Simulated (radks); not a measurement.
Results of a calculation; reference values are marked as such.
Ionisation of the rubidium ion Rb30+, [He] 2s2 2p3, to [He] 2s2 2p2 as the strength of local exchange is varied. Code: a radial shooting solver on a logarithmic mesh with Libxc functionals. Model: scalar-relativistic Kohn-Sham, Slater X-alpha exchange (alpha = 2/3 is LDA exchange), no correlation, spin-polarised, spherical densities, point nucleus; open shells are filled with parallel spins first (spin-orbit coupling, left out, can overturn this in heavy ions).

alpha  E(Rb30+) (hartree)  exchange (hartree)  IE (eV)  -e of the level emptied (eV)  <r> of it (bohr)
0.643         -2098.54670           -40.29859   3629.0                   3552.5 (2p)            0.1458
0.667         -2100.05397           -41.82240   3634.4                   3558.0 (2p)            0.1457
0.691         -2101.56194           -43.34762   3639.8                   3563.6 (2p)            0.1456
0.712         -2102.88200           -44.68336   3644.5                   3568.5 (2p)            0.1455
0.727         -2103.82524           -45.63812   3647.9                   3571.9 (2p)            0.1454
0.873         -2113.02053           -54.96003   3680.9                   3605.9 (2p)            0.1448
0.926         -2116.36506           -58.35698   3692.9                   3618.3 (2p)            0.1446
1.003         -2121.23026           -63.30449   3710.3                   3636.3 (2p)            0.1442

NIST Atomic Spectra Database: 3600 +/- 30 eV (semi-empirical). The central value is not met in this range of alpha. Open shells are spherical and high-spin; term and fine-structure splittings are not resolved.
